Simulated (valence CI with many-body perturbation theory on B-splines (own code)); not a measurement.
## Energy levels of Ta42+

Computed by valence CI with perturbative core correlation (CI+MBPT): three valence electrons over a frozen Dirac-Fock core [Ar] 3d10, radial functions for each j: 11 s, 11 p, 10 d, 8 f, 5 g, 2 h, with the one-electron correlation potential Σ1 (screened to all orders), the two-electron term Σ2, the three-electron term Σ3, Breit, model QED; selected single and double excitations, second order for the rest, scaled by the run's own slope (own B-spline code, finite nucleus).

No measured spectrum was set against this ion. As an estimate, large intervals hold to a few tenths of a per cent, small ones and those within an open d or f shell to about a per cent.

Levels 46 to 90 of 193, with energies above the lowest level, (4s^2 4p1/2) J=1/2. "Leading %" is the weight of the configuration and term that name the level; weights of strongly mixed levels are sums over their largest components and can fall short. In the jj column 3d3/2^4 stands for four electrons in 3d with j = 3/2. Lifetimes count E1, E2, E3, M1 and M2 decay at the calculated energies, and are blank where another channel may lead or the interval is too uncertain; long ones can be off by a factor of two.

```
No.  Configuration  Term     J  E (Ry)  Leading %  Lifetime                Leading jj      g
 46         4p2 4d    2G   7/2  37.561         29   28.2 ps  4p1/2 4p3/2 4d3/2 (50 %)  1.003
 47         4p2 4d    4F   3/2  37.973         34   2.54 ps  4p1/2 4p3/2 4d3/2 (87 %)  0.897
 48       4s 4p 4f    4G   5/2  38.055         40   1.94 ps  4p1/2 4p3/2 4d3/2 (48 %)  0.790
 49         4p2 4d    4D   1/2  38.065         82   2.12 ps  4p1/2 4p3/2 4d3/2 (99 %)  0.156
 50       4s 4p 4f    4F   7/2  38.092         32   7.73 ps     4s 4p1/2 4f7/2 (85 %)  1.191
 51       4s 4p 4f    2D   5/2  38.304         21   2.49 ps     4s 4p1/2 4f5/2 (73 %)  1.028
 52       4s 4p 4f    4F   3/2  38.514         47   2.26 ps     4s 4p1/2 4f5/2 (84 %)  0.655
 53       4s 4p 4f    4G   7/2  38.539         30   2.83 ps     4s 4p1/2 4f7/2 (55 %)  1.119
 54       4s 4p 4f    4G   9/2  38.571         32   9.91 ps     4s 4p1/2 4f7/2 (90 %)  1.199
 55       4s 4p 4f    2F   5/2  38.706         26   2.52 ps     4s 4p1/2 4f7/2 (81 %)  1.084
 56       4s 4p 4f    2G   7/2  39.047         27   2.14 ps     4s 4p1/2 4f7/2 (30 %)  1.078
 57         4p2 4d    2D   3/2  39.192         41    713 fs  4p1/2 4p3/2 4d3/2 (88 %)  1.113
 58         4p2 4d    4P   1/2  39.359         38    730 fs  4p1/2 4p3/2 4d3/2 (94 %)  1.790
 59         4p2 4d    4P   5/2  39.469         37    864 fs  4p1/2 4p3/2 4d3/2 (46 %)  1.253
 60         4p2 4d    4D   7/2  39.576         37   1.58 ps  4p1/2 4p3/2 4d5/2 (83 %)  1.305
 61         4p2 4d    2G   9/2  39.724         55   2.79 ps  4p1/2 4p3/2 4d5/2 (87 %)  1.184
 62         4p2 4d    2P   3/2  39.883         49   1.52 ps  4p1/2 4p3/2 4d5/2 (91 %)  1.407
 63         4p2 4d    2D   5/2  39.981         46   1.70 ps  4p1/2 4p3/2 4d5/2 (89 %)  1.156
 64         4p2 4d    2F   7/2  40.872         41   1.35 ps  4p1/2 4p3/2 4d5/2 (70 %)  1.053
 65         4p2 4d    2D   3/2  40.914         64   1.53 ps  4p1/2 4p3/2 4d5/2 (92 %)  0.902
 66         4p2 4d    2P   1/2  40.970         59   1.47 ps  4p1/2 4p3/2 4d5/2 (94 %)  1.131
 67         4p2 4d    2D   5/2  41.112         29    855 fs  4p1/2 4p3/2 4d5/2 (65 %)  1.135
 68         4s 4d2    4F   3/2  42.498         82    565 fs         4s 4d3/2^2 (91 %)  0.485
 69         4s 4d2    4F   5/2  42.804         62    555 fs         4s 4d3/2^2 (79 %)  1.073
 70         4s 4d2    4P   1/2  43.240         69    577 fs         4s 4d3/2^2 (85 %)  2.384
 71         4s 4d2    4F   7/2  43.588         58   1.25 ps     4s 4d3/2 4d5/2 (67 %)  1.159
 72         4s 4d2    4F   5/2  43.746         24   1.12 ps     4s 4d3/2 4d5/2 (62 %)  1.155
 73         4s 4d2    2G   9/2  43.825         39   1.48 ps     4s 4d3/2 4d5/2 (57 %)  1.178
 74         4s 4d2    4P   3/2  43.964         40   1.03 ps     4s 4d3/2 4d5/2 (72 %)  1.188
 75         4s 4d2    2G   7/2  44.005         27   1.24 ps     4s 4d3/2 4d5/2 (52 %)  1.079
 76         4s 4d2    4P   3/2  44.232         56    944 fs     4s 4d3/2 4d5/2 (69 %)  1.426
 77         4s 4d2    4P   5/2  44.363         46    908 fs     4s 4d3/2 4d5/2 (69 %)  1.274
 78         4s 4d2    2P   1/2  44.478         38    971 fs     4s 4d3/2 4d5/2 (51 %)  1.141
 79       4s 4p 4f    4F   9/2  44.522         44   4.49 ps     4s 4p3/2 4f7/2 (65 %)  1.250
 80         4s 4d2    2G   7/2  44.589         28   1.34 ps     4s 4p3/2 4f5/2 (48 %)  1.015
 81       4s 4p 4f    4F   7/2  44.637         35   3.95 ps     4s 4p3/2 4f7/2 (51 %)  1.235
 82       4s 4p 4f    4G  11/2  44.803        100   3.39 ps    4s 4p3/2 4f7/2 (100 %)  1.269
 83         4s 4d2    2F   5/2  44.819         27   1.11 ps     4s 4p3/2 4f5/2 (58 %)  1.048
 84       4s 4p 4f    4D   3/2  44.877         69   1.69 ps     4s 4p3/2 4f5/2 (73 %)  1.037
 85       4s 4p 4f    4D   1/2  44.887         89   1.89 ps     4s 4p3/2 4f5/2 (89 %)  0.130
 86         4s 4d2    4F   9/2  44.999         55   1.20 ps         4s 4d5/2^2 (39 %)  1.275
 87       4s 4p 4f    2F   5/2  45.147         33   2.48 ps     4s 4p3/2 4f7/2 (89 %)  1.101
 88       4s 4p 4f    4G   7/2  45.311         14   1.13 ps     4s 4p3/2 4f5/2 (38 %)  1.123
 89       4s 4p 4f    2F   5/2  45.360         44   1.05 ps     4s 4p3/2 4f5/2 (61 %)  0.973
 90       4s 4p 4f    2D   3/2  45.399         43   1.52 ps     4s 4p3/2 4f7/2 (45 %)  1.048
```

Where two levels of one J and parity lie close, their mixing, g and order are uncertain.
